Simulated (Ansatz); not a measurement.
Q: Name a neutral molecule of C, N, O, Si and H with HOMO energy (PBE0/def2-TZVPP) between -8.80 and -8.50 eV and size of the dipole moment (B3LYP/def2-TZVPP) between 4.60 and 4.90 D (Ansatz, PBE0-D4/def2-TZVP geometry).

A: `N#CO[SiH3]` (-8.78 eV, 4.67 D). Other molecules can fit too; these were computed, each in one conformer that needn't be the lowest.

B3LYP here is the variant with VWN-RPA as its local correlation; programs differ in this.
